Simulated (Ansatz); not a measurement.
`N[Si](F)(Cl)Cl` + HI → `F[Si](Cl)(Cl)I` + NH₃ at 500 K and 1 bar (ligand exchange at the Si–N bond).

Gas-phase electronic energies from Ansatz, PBE0-D4/def2-TZVP geometries. CBS: MP2 limit from def2 TZ/QZ plus the TZ coupled-cluster correction, frozen cores. This one scheme is used for every species. def2 core potentials past Kr. For I outer-core shells are correlated without core-valence functions, which leaves a few kJ/mol of doubt a bond. One conformer a species, not always the lowest.

| species | CCSD(T)/CBS energy (Eh) | H − E (kJ/mol) | S (J/(mol·K)) |
| --- | --- | --- | --- |
| `N[Si](F)(Cl)Cl` | -1364.55198 | 129.3 | 406.6 |
| HI | -298.03592 | 28.6 | 221.6 |
| `F[Si](Cl)(Cl)I` | -1606.08071 | 59.1 | 410.5 |
| NH₃ | -56.50880 | 108.2 | 211.8 |

H − E and S are ideal-gas, rigid-rotor, harmonic terms from PBE0-D4/def2-TZVP, for one conformer and one mirror image of each species. 1 Eh = 2625.50 kJ/mol, R = 8.31446 J/(mol·K).

By hand: ΔE, ΔH, ΔS and ΔG.

ΔE = (-1606.08071) + (-56.50880) − (-1364.55198) − (-298.03592) = -0.00161 Eh = -4.2 kJ/mol. Δ(H − E) = 59.1 + 108.2 − 129.3 − 28.6 = 9.4, so ΔH = 5.2 kJ/mol. ΔS = 410.5 + 211.8 − 406.6 − 221.6 = -5.9 J/(mol·K). ΔG = 5.2 − 500 × (-5.9)/1000 = 8.2 kJ/mol.

By hand: the equilibrium constant, and the temperature at which ΔG would vanish if ΔH and ΔS stayed fixed.

log₁₀ K = −ΔG/(RT ln 10) = -0.9. ΔH and −TΔS have one sign here, so there is no such temperature. One of them is within its doubt of zero, so this could turn.

TΔS isn't small against ΔH here. A doubt of 5 kJ/mol in ΔE shifts log₁₀ K by 0.5 here. Other conformers and mirror images would add mixing entropy, several J/(mol·K) or more a flexible species. These are equilibria of isolated gas molecules and say nothing of rates. Largest T1 diagnostic: 0.010 (customary marks: 0.02 for closed shells, 0.045 for open ones).
